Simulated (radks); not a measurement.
Results of a calculation; reference values are marked as such.
Charge is removed step by step from the 3d down level of neutral rubidium, starting from [Ar] 3d(up 5, down 5) 4s2 4p6 5s1. Code: a radial shooting solver on a logarithmic mesh with Libxc functionals. Model: scalar-relativistic Kohn-Sham, BLYP, spin-polarised, spherical densities, finite nucleus; open shells are filled with parallel spins first (spin-orbit coupling, left out, can overturn this in heavy ions); Fermi nuclear charge, rms radius 4.2036 fm.

removed (e) = 0: E - E(0) (eV) 0.000; eigenvalue (eV) -103.70; E minus straight line (eV) 0.000
removed (e) = 0.25: E - E(0) (eV) 26.695; eigenvalue (eV) -109.97; E minus straight line (eV) -2.444
removed (e) = 0.5: E - E(0) (eV) 54.986; eigenvalue (eV) -116.47; E minus straight line (eV) -3.293
removed (e) = 0.75: E - E(0) (eV) 84.924; eigenvalue (eV) -123.16; E minus straight line (eV) -2.494
removed (e) = 1: E - E(0) (eV) 116.56; eigenvalue (eV) -130.03; E minus straight line (eV) 0.000

Removing the whole electron costs 116.56 eV by Delta-SCF, against 103.70 eV from minus the eigenvalue at the starting occupation. Slater's transition state (half an electron removed) gives 116.47 eV. Integrating minus the eigenvalue over the occupation (Janak's theorem) gives 116.60 eV. In this scalar-relativistic scheme the density is built from large components alone, so the theorem holds only approximately. The mean slope of the eigenvalue, de/dn, is 26.3 eV per electron.
